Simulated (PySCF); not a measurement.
Molecule: tetramethyl silicate, C4H12O4Si, net charge 0, singlet state. SMILES: CO[Si](OC)(OC)OC
Coordinates optimised at B3LYP-D3(BJ)/def2-TZVP (Ansatz):
```xyz
21

Si     0.0000     0.0000     0.0000
O     -1.0351    -0.2783    -1.2263
C     -1.3997     0.6813    -2.2080
O     -0.0628    -1.2952     0.9855
C     -1.2617    -1.8851     1.4672
O     -0.4535     1.3968     0.7042
C      0.2928     2.0759     1.7039
O      1.5513     0.1767    -0.4634
C      2.3686    -0.8720    -0.9632
H     -2.1384     0.2247    -2.8664
H     -1.8336     1.5695    -1.7435
H     -0.5336     0.9818    -2.8041
H     -0.9918    -2.7573     2.0624
H     -1.9020    -2.1996     0.6401
H     -1.8176    -1.1859     2.0981
H      1.2954     2.3190     1.3452
H      0.3792     1.4690     2.6096
H     -0.2334     2.9985     1.9479
H      1.9719    -1.2649    -1.9035
H      2.4402    -1.6889    -0.2417
H      3.3637    -0.4660    -1.1438
```

Dispersion corrections to the total energy (kcal/mol) from the dftd3 and dftd4 libraries through PySCF: D3(BJ) without and D4 with the three-body term, each with the damping fitted for the functional named.

```csv
functional,D3(BJ),D4
BP86,___,-15.60
CAM-B3LYP,-8.84,-10.07
HF,-74.39,-38.78
LC-wPBE,-10.42,-12.74
PBE,-10.78,-11.55
r2SCAN,-3.43,___
B2PLYP,-8.65,___
```

Q: Fill in the missing entries.

A: 
- BP86, D3(BJ): -17.19
- r2SCAN, D4: -3.29
- B2PLYP, D4: -8.16
